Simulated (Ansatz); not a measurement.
`C[BH][InH2]` + CH₃NH₂ → `C[NH][InH2]` + `BC` at 400 K and 1 bar (cleavage of the In–B bond).

Computed with Ansatz on PBE0-D4/def2-TZVP structures; ΔE is electronic, products minus reactants. CCSD(T)/CBS adds triple-zeta CCSD(T) − MP2 to the extrapolated MP2 energy (def2 sets, frozen cores). This one scheme is used for every species. Elements past krypton have def2 core potentials. For In outer-core shells are correlated without core-valence functions, which leaves a few kJ/mol of doubt a bond.

```csv
species,CCSD(T)/CBS energy (Eh),H − E (kJ/mol),S (J/(mol·K))
`C[BH][InH2]`,-256.21482,185.2,360.2
CH₃NH₂,-95.75281,185.4,256.0
`C[NH][InH2]`,-286.14916,199.0,346.0
`BC`,-65.83255,164.9,265.6
```

H − E and S are ideal-gas, rigid-rotor, harmonic terms from PBE0-D4/def2-TZVP, for one conformer and one mirror image of each species. 1 Eh = 2625.50 kJ/mol, R = 8.31446 J/(mol·K).

By hand: ΔE, ΔH, ΔS and ΔG.

ΔE = (-286.14916) + (-65.83255) − (-256.21482) − (-95.75281) = -0.01408 Eh = -37.0 kJ/mol. Δ(H − E) = 199.0 + 164.9 − 185.2 − 185.4 = -6.7, so ΔH = -43.7 kJ/mol. ΔS = 346.0 + 265.6 − 360.2 − 256.0 = -4.6 J/(mol·K). ΔG = -43.7 − 400 × (-4.6)/1000 = -41.9 kJ/mol.

By hand: the equilibrium constant, and the temperature at which ΔG would vanish if ΔH and ΔS stayed fixed.

log₁₀ K = −ΔG/(RT ln 10) = 5.5. ΔG = 0 at ΔH/ΔS = 9500 K, far beyond where these terms or the molecules hold.

The number of gas molecules stays the same, so ΔS is small and ΔH decides. A doubt of 5 kJ/mol in ΔE shifts log₁₀ K by 0.7 here. Other conformers and mirror images would add mixing entropy, several J/(mol·K) or more a flexible species. These are equilibria of isolated gas molecules and say nothing of rates. Largest T1 diagnostic: 0.016 (customary marks: 0.02 for closed shells, 0.045 for open ones).
